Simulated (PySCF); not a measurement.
# Assignment exercise: C7H10OSi

Molfile (atoms numbered from 1):
```
C7H10OSi
     RDKit          3D

 19 19  0  0  0  0  0  0  0  0999 V2000
    4.1499    1.7329   -0.6799 C   0  0  0  0  0  0  0  0  0  0  0  0
    3.1556    1.2458   -0.1806 C   0  0  0  0  0  0  0  0  0  0  0  0
    1.9815    0.6485    0.3802 C   0  0  2  0  0  0  0  0  0  0  0  0
    1.9268   -0.8956    0.5419 C   0  0  0  0  0  0  0  0  0  0  0  0
    0.7117   -0.2445   -0.6948 Si  0  0  1  0  0  4  0  0  0  0  0  0
   -1.0759   -0.1575   -0.2767 C   0  0  0  0  0  0  0  0  0  0  0  0
   -1.6093   -0.9458    0.6784 C   0  0  0  0  0  0  0  0  0  0  0  0
   -2.8679   -0.9748    1.1160 O   0  0  0  0  0  0  0  0  0  0  0  0
   -3.7918   -0.0891    0.5368 C   0  0  0  0  0  0  0  0  0  0  0  0
    5.0293    2.1691   -1.1144 H   0  0  0  0  0  0  0  0  0  0  0  0
    1.5504    1.2030    1.2241 H   0  0  0  0  0  0  0  0  0  0  0  0
    1.5991   -1.2540    1.5238 H   0  0  0  0  0  0  0  0  0  0  0  0
    2.8103   -1.4284    0.1750 H   0  0  0  0  0  0  0  0  0  0  0  0
    1.0675   -0.3514   -2.1307 H   0  0  0  0  0  0  0  0  0  0  0  0
   -1.7101    0.5624   -0.8039 H   0  0  0  0  0  0  0  0  0  0  0  0
   -1.0090   -1.6858    1.2192 H   0  0  0  0  0  0  0  0  0  0  0  0
   -4.7548   -0.2684    1.0300 H   0  0  0  0  0  0  0  0  0  0  0  0
   -3.8973   -0.2716   -0.5464 H   0  0  0  0  0  0  0  0  0  0  0  0
   -3.4910    0.9613    0.6927 H   0  0  0  0  0  0  0  0  0  0  0  0
  1  2  3  0
  2  3  1  0
  3  4  1  0
  4  5  1  0
  5  6  1  0
  6  7  2  0
  7  8  1  0
  8  9  1  0
  5  3  1  0
  1 10  1  0
  3 11  1  1
  4 12  1  0
  4 13  1  0
  5 14  1  6
  6 15  1  0
  7 16  1  0
  9 17  1  0
  9 18  1  0
  9 19  1  0
M  END
```

A single conformation, equivalent nuclei averaged, non-relativistic Hamiltonian, gas phase. σ from GIAO-HF/pcSseg-1; PBE0-D3(BJ)/def2-SVP geometry; PySCF.

References, each an isolated molecule treated in the same way: ¹³C (σ = 190.85 ppm), ¹H (σ = 31.69 ppm) vs TMS.

(1) Assign these signals to the numbered atoms. ¹³C{¹H} NMR (computed): δ 171.9 (CH), 89.6 (C), 81.8 (CH), 72.2 (CH), 49.8 (CH3), -2.6 (CH2), -7.2 (CH).

(2) Assign these signals to the numbered atoms. ¹H NMR (300 MHz, computed): δ 6.71 (d, 1H), 4.09 (m, 1H), 3.45 (m, 1H), 3.37 (s, 3H), 2.22 (d, 1H), 0.82 (m, 1H), 0.70 (m, 1H), 0.51 (m, 1H).

Answers

(1) 
171.9 → C7, alkene carbon bearing oxygen: an sp2 carbon further deshielded by the attached heteroatom
89.6 → C2, alkyne carbon: sp carbons lie upfield of alkene carbons because the cylindrical π system leaves one tensor component strongly shielded
81.8 → C6, β carbon of an enol-ether or enamine type C=C: the O or N lone pair pushes π density onto this β carbon and shields it
72.2 → C1, terminal alkyne carbon: sp carbons lie upfield of alkene carbons because the cylindrical π system leaves one tensor component strongly shielded
49.8 → C9, methyl carbon bonded to O: pulled downfield by the heteroatom
-2.6 → C4, three-membered-ring carbon: carbons of three-membered rings are unusually shielded
-7.2 → C3, three-membered-ring carbon

(2) 
6.71 → H16, hydrogen on an alkene carbon bearing oxygen: a vinylic proton, deshielded by the sp2 carbon and the C=C anisotropy
4.09 → H15, hydrogen on a β carbon of an enol-ether or enamine type C=C: lone-pair donation from O or N shields it, upfield of ordinary alkene protons
3.45 → H14, hydrogen on a silicon bonded to 3 C, in a 3-membered ring
3.37 → H17/H18/H19, hydrogen on a methyl carbon bonded to O: its carbon carries O, hence the downfield position
2.22 → H10, hydrogen on a terminal alkyne carbon: it lies on the axis of the triple bond, in its shielding cone
0.82 → H12, hydrogen on a three-membered-ring carbon: cyclopropane-type protons are shielded by the ring
0.70 → H11, hydrogen on a three-membered-ring carbon
0.51 → H13, hydrogen on a three-membered-ring carbon

H14 and H17/H18/H19 lie closer than the usual error of such a calculation, so a measured spectrum could show them in the other order.

Shifts are as computed. Against solution values, carbons near 30 ppm lie about -0 ppm off and those near 130 ppm about +7 ppm. Of 1211 compounds with measured shifts, 218 miss one by over three times the rms of a fit or turn the order of signals round; such compounds aren't used in these exercises. Multiplicities follow the n + 1 count of equivalent neighbours, as no J values were calculated; m marks all less simple cases, F and P coupling included.
